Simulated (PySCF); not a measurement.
CHO₂ (SMILES [O]C=O), doublet, at a GFN2-xTB geometry; HF/pcseg-1 (PySCF).

The PySCF input:
```python
from pyscf import gto, scf

mol = gto.Mole()
mol.atom = '''
    O     1.15623491   -0.01312691    0.00983414
    C    -0.02457140    0.19152173    0.00045866
    O    -1.11548103   -0.30452915   -0.01059486
    H    -0.17860263    1.39211811    0.00333384
'''
mol.basis = 'pcseg-1'
mol.spin = 1
mol.verbose = 5
mol.build()

mf = scf.UHF(mol)
mf.kernel()
```

It wrote (shortened):

```
PySCF version 2.14.0

[INPUT] verbose = 5
[INPUT] max_memory = 4000
[INPUT] num. atoms = 4
[INPUT] num. electrons = 23
[INPUT] charge = 0
[INPUT] spin (= nelec alpha-beta = 2S) = 1
[INPUT] symmetry False subgroup None
[INPUT] Mole.unit = angstrom
[INPUT] Symbol           X                Y                Z      unit          X                Y                Z       unit  Magmom
[...]
[INPUT] ---------------- BASIS SET ----------------
[INPUT] l, kappa, [nprim/nctr], expnt,             c_1 c_2 ...
[INPUT] O
[...]
                                344.416           0.0437333    0    0
                                78.2538           0.194796    0    0
                                21.7195            0.5    0    0
                                6.55907           0.484614    0    0
                                10.4656              0 -0.0713343    0
                                0.964351             0  0.5    0
                                0.285127             0    0    1
[...]
                                3.68999           0.242689    0
                                0.992996           0.5    0
                                0.244924             0    1
[...]
[INPUT] C
[...]
                                187.145           0.0449576    0    0
                                42.5126           0.197901    0    0
                                11.7393            0.5    0    0
                                3.50548           0.480364    0    0
                                5.39089              0 -0.070398    0
                                0.493341             0  0.5    0
                                0.149741             0    0    1
[...]
                                1.93658           0.224999    0
                                0.526296           0.5    0
                                0.136319             0    1
[...]
[INPUT] H
[...]
                                1.86871           0.15915    0
                                0.418208           0.5    0
                                0.1061               0    1
[...]
nuclear repulsion = 64.1671007512075
number of shells = 11
number of NR pGTOs = 82
number of NR cGTOs = 47
basis = pcseg-1
ecp = {}

******** <class 'pyscf.scf.uhf.UHF'> ********
method = UHF
initial guess = minao
damping factor = 0
level_shift factor = 0
DIIS = <class 'pyscf.scf.diis.CDIIS'>
diis_start_cycle = 1
diis_space = 8
diis_damp = 0
SCF conv_tol = 1e-09
SCF conv_tol_grad = None
SCF max_cycles = 50
direct_scf = True
direct_scf_tol = 1e-13
number electrons alpha = 12  beta = 11
Set gradient conv threshold to 3.16228e-05
E1 = -384.32936070838065  E2 = 131.58990767797988  Ecoul = 153.3840905565825  Exc = -21.794182878602612
init E= -188.572352279193
cond(S) = 238.72064257281338

  alpha mo_energy =
[-20.7343971  -20.73411521 -11.31998299  -1.83984537  -1.55234975
  -0.82146414  -0.67582613  -0.63154349  -0.61395188  -0.45894061
  -0.44907232  -0.28083309   0.10003253   0.17998013   0.27695314
   0.38040825   0.58705631   0.66001551   0.70925582   0.82335613
   0.87840808   0.92262577   1.02610216   1.02804709   1.10428428
   1.15428291   1.1866166    1.67796399   1.77933016   1.82048388
   1.92807246   1.98238031   2.00389274   2.3003402    2.32473164
   2.39511292   2.40270759   2.42355369   2.60164855   2.63560172
   2.84588968   3.03284827   3.33584957   3.34112664   3.3904773
   3.56343174   3.7498504 ]
  beta  mo_energy =
[-20.7343971  -20.73411521 -11.31998299  -1.83984537  -1.55234975
  -0.82146414  -0.67582613  -0.63154349  -0.61395188  -0.45894061
  -0.44907232  -0.28083309   0.10003253   0.17998013   0.27695314
   0.38040825   0.58705631   0.66001551   0.70925582   0.82335613
   0.87840808   0.92262577   1.02610216   1.02804709   1.10428428
   1.15428291   1.1866166    1.67796399   1.77933016   1.82048388
   1.92807246   1.98238031   2.00389274   2.3003402    2.32473164
   2.39511292   2.40270759   2.42355369   2.60164855   2.63560172
   2.84588968   3.03284827   3.33584957   3.34112664   3.3904773
   3.56343174   3.7498504 ]
multiplicity <S^2> = 0.75  2S+1 = 2
E1 = -384.5280283727568  E2 = 132.45969952730218  Ecoul = 154.44190622985462  Exc = -21.982206702552446
cycle= 1 E= -187.901228094247  delta_E= 0.671  |g|= 0.541  |ddm|= 1.46
  alpha mo_energy =
[-20.4614265  -20.46139358 -11.73794251  -1.56893109  -1.46749812
  -0.96025349  -0.75238643  -0.70788669  -0.70448152  -0.5263022
  -0.50907401  -0.50244941   0.0791697    0.11146131   0.30671587
   0.36027389   0.45499806   0.51723111   0.62736378   0.7550212
   0.82920167   0.98584755   1.05131839   1.10876189   1.16105672
   1.2355214    1.23730808   1.4752917    1.69706186   1.75547091
   1.89225062   1.95689898   1.98448863   2.15253772   2.2193735
   2.37715833   2.49808617   2.50674969   2.61586468   2.64395359
   2.88642289   2.88870481   3.34875029   3.35918875   3.40226448
   3.56496951   3.73519291]
  beta  mo_energy =
[-20.4507059  -20.45064061 -11.7354659   -1.53279825  -1.42588257
  -0.81768307  -0.72979699  -0.69897285  -0.65855986  -0.49195224
  -0.44316787  -0.11137822   0.12535896   0.12802241   0.32171407
   0.38119291   0.46079106   0.57129881   0.67027031   0.76628391
   0.84403407   0.99783986   1.1047028    1.11438847   1.18336142
   1.24674621   1.27024855   1.50584913   1.70296795   1.78287947
   1.91607501   1.96994958   2.00737959   2.19138564   2.25404305
   2.41209922   2.5164375    2.52621221   2.64420018   2.66665253
   2.89350138   2.92118092   3.36267013   3.38133328   3.41207546
   3.57948056   3.75622035]
multiplicity <S^2> = 0.75674064  2S+1 = 2.0067293
E1 = -384.1175070038742  E2 = 131.9682757620153  Ecoul = 153.70274107118445  Exc = -21.73446530916914
cycle= 2 E= -187.982130490651  delta_E= -0.0809  |g|= 0.37  |ddm|= 0.541
  alpha mo_energy =
[-20.65058455 -20.6505497  -11.44168753  -1.54443018  -1.46716879
  -0.89697553  -0.77718991  -0.74820504  -0.69584835  -0.57558973
  -0.53594446  -0.52352292   0.13719022   0.15626192   0.32158666
[...]
   0.38269344   0.55278001   0.62616265   0.68502865   0.83912315
   0.89143243   0.9554975    1.05284027   1.07189646   1.14039838
   1.2022218    1.20260141   1.60375573   1.77072486   1.82907645
   1.94604067   1.9729296    1.98725172   2.24429534   2.2731429
   2.40477111   2.45182504   2.4628407    2.60925699   2.65460487
   2.88491407   2.98386883   3.36109877   3.37502803   3.42188733
   3.58877268   3.76374939]
  beta  mo_energy =
[-20.60526784 -20.60520608 -11.4353335   -1.49151474  -1.40482504
  -0.7965966   -0.72442274  -0.69373917  -0.67988132  -0.50790497
  -0.43068517  -0.05435409   0.17563019   0.17836852   0.33977235
   0.39732113   0.54542989   0.67171141   0.74616151   0.84039871
   0.89292078   0.96993145   1.08504584   1.12766261   1.1599144
   1.2183324    1.25851951   1.62252109   1.77041963   1.85099989
   1.95733127   1.98917775   2.02557161   2.29035585   2.32087496
   2.44682466   2.48345547   2.49736397   2.64661671   2.68296966
   2.89108388   3.02181242   3.37783201   3.39848433   3.4292848
   3.60395756   3.78670261]
multiplicity <S^2> = 0.78334002  2S+1 = 2.0330667
E1 = -384.6052475138129  E2 = 132.40373893942692  Ecoul = 154.29846509617582  Exc = -21.894726156748902
cycle= 10 E= -188.034407823178  delta_E= -4.54e-08  |g|= 4.71e-05  |ddm|= 0.000387
  alpha mo_energy =
[-20.62587179 -20.62584186 -11.42801503  -1.53599936  -1.46350566
  -0.88066119  -0.77390593  -0.74810777  -0.68942409  -0.58488297
  -0.53677317  -0.52949894   0.15381504   0.17069343   0.32547861
   0.3826982    0.55279266   0.62616087   0.68503133   0.83912774
   0.89144033   0.95550322   1.05284167   1.07189706   1.14040476
   1.20222594   1.20260181   1.60375962   1.77073545   1.8290805
   1.94604657   1.97293523   1.98725503   2.2442965    2.27314295
   2.40477475   2.45183096   2.46284622   2.60926059   2.65461355
   2.88491979   2.98387064   3.36110218   3.37503326   3.42189418
   3.58877954   3.76375551]
  beta  mo_energy =
[-20.60525169 -20.60518993 -11.43532362  -1.49150559  -1.40481367
  -0.79658106  -0.72441166  -0.69372286  -0.67987152  -0.50787351
  -0.43069281  -0.05434751   0.17563603   0.17837094   0.33977304
   0.39732281   0.54542595   0.67172117   0.74616342   0.84040429
   0.89292652   0.96993863   1.08506079   1.12767618   1.1599176
   1.21834675   1.25852402   1.62252707   1.77042534   1.85100574
   1.95733889   1.98918337   2.02557767   2.29035746   2.32087761
   2.44683471   2.48346447   2.49737267   2.64662594   2.68297691
   2.89109283   3.02181814   3.37784067   3.39849434   3.42929468
   3.60396598   3.78671161]
multiplicity <S^2> = 0.78334715  2S+1 = 2.0330737
E1 = -384.60529335034175  E2 = 132.40378477111548  Ecoul = 154.2985157970254  Exc = -21.89473102590992
cycle= 11 E= -188.034407828019  delta_E= -4.84e-09  |g|= 1.68e-05  |ddm|= 0.000121
  alpha mo_energy =
[-20.62587433 -20.62584439 -11.4280092   -1.53599794  -1.46350504
  -0.88066336  -0.77390482  -0.74810804  -0.68942336  -0.58488111
  -0.53677467  -0.5295024    0.15381411   0.1706943    0.32548033
   0.38269791   0.55279589   0.6261584    0.68503243   0.83912925
   0.89144194   0.95550399   1.052841     1.07189622   1.14040622
   1.20222624   1.20260074   1.60375934   1.77073807   1.82908103
   1.94604699   1.97293572   1.9872543    2.24429393   2.27314008
   2.40477453   2.45183218   2.46284722   2.60926037   2.65461559
   2.88492073   2.98386933   3.36110212   3.37503369   3.4218949
   3.58878039   3.76375649]
  beta  mo_energy =
[-20.60525294 -20.60519118 -11.43531864  -1.49150375  -1.40481201
  -0.7965784   -0.72440954  -0.69371894  -0.67986926  -0.50786549
  -0.43070042  -0.05434809   0.17563709   0.17837047   0.33977365
   0.39732275   0.54542516   0.67172407   0.74616295   0.84040569
   0.89292697   0.9699401    1.08506391   1.12767803   1.15991612
   1.21834959   1.2585223    1.62252772   1.77042691   1.85100664
   1.95734011   1.98918403   2.02557813   2.29035613   2.3208765
   2.44683553   2.48346524   2.49737328   2.64662679   2.68297742
   2.8910945    3.02181752   3.37784179   3.39849542   3.42929615
   3.60396687   3.78671299]
multiplicity <S^2> = 0.78334965  2S+1 = 2.0330761
E1 = -384.6053072832011  E2 = 132.4037987033278  Ecoul = 154.2985329160269  Exc = -21.894734212699092
cycle= 12 E= -188.034407828666  delta_E= -6.47e-10  |g|= 7.23e-06  |ddm|= 3.77e-05
  alpha mo_energy =
[-20.62587267 -20.62584273 -11.42801205  -1.53599795  -1.46350496
  -0.88066384  -0.77390474  -0.74810799  -0.68942361  -0.58488003
  -0.53677495  -0.52950255   0.15381372   0.17069383   0.3254803
   0.38269758   0.55279507   0.62615679   0.68503194   0.83912867
   0.89144147   0.95550407   1.0528412    1.07189628   1.14040623
   1.20222673   1.20260079   1.60375794   1.77073743   1.82908055
   1.94604653   1.97293518   1.98725406   2.2442927    2.27313909
   2.40477429   2.45183272   2.46284769   2.60926027   2.65461564
   2.88492063   2.98386819   3.36110186   3.37503353   3.42189458
   3.58878009   3.76375612]
  beta  mo_energy =
[-20.60525127 -20.6051895  -11.43532185  -1.49150419  -1.40481214
  -0.79657829  -0.72441024  -0.69371845  -0.67986952  -0.50786436
  -0.43070198  -0.05434832   0.17563646   0.17837009   0.33977347
   0.39732263   0.54542366   0.67172308   0.74616256   0.84040471
   0.89292622   0.96994039   1.08506458   1.12767781   1.15991597
   1.21835026   1.25852205   1.62252617   1.77042606   1.85100617
   1.95733984   1.9891834    2.02557799   2.29035542   2.32087605
   2.44683526   2.48346554   2.49737352   2.64662671   2.68297705
   2.89109451   3.02181642   3.37784161   3.39849516   3.4292959
   3.6039665    3.78671255]
multiplicity <S^2> = 0.78335016  2S+1 = 2.0330766
E1 = -384.6052978456464  E2 = 132.40378926569787  Ecoul = 154.29852189923318  Exc = -21.894732633535313
Extra cycle  E= -188.034407828741  delta_E= -7.52e-11  |g|= 4.63e-06  |ddm|= 1.15e-05
converged SCF energy = -188.034407828741  <S^2> = 0.78335016  2S+1 = 2.0330766
```
